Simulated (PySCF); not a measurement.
Harmonic spectrum computed at PBE0 in the def2-TZVP basis family (core potentials from Rb on, PySCF, no spin–orbit coupling):

| ω (cm⁻¹) | IR (km/mol, summed over degenerate members) | degeneracy |
| --- | --- | --- |
| 138 | 17.7 | 2 |
| 760 | 0.0 | 1 |
| 793 | 157 | 1 |

Question: Which molecule gave it? In each, all ligands are bound to the one heavy central atom.
A. RhF₂⁺ (quintet)
B. AuF₂⁺ (triplet)
C. LaF₂⁺ (singlet)
D. IrF₂⁺ (quintet)
E. InF₂⁺ (singlet)

Answer: D. It has D∞h symmetry with Ir–F 1.806 Å (×2).
